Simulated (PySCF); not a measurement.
bromine (Br₂), SMILES BrBr. The structure is a stationary point at PBE-D3(BJ)/def2-TZVP.

Computed equilibrium geometry at PBE-D3(BJ)/def2-TZVP (PySCF confirms it by a frequency run) as bond lengths and angles, and its point group:
point group D∞h.
Atoms: Br1 Br2. Bond lengths (Å): Br1–Br2 2.311.
Charge 0, spin multiplicity 1.
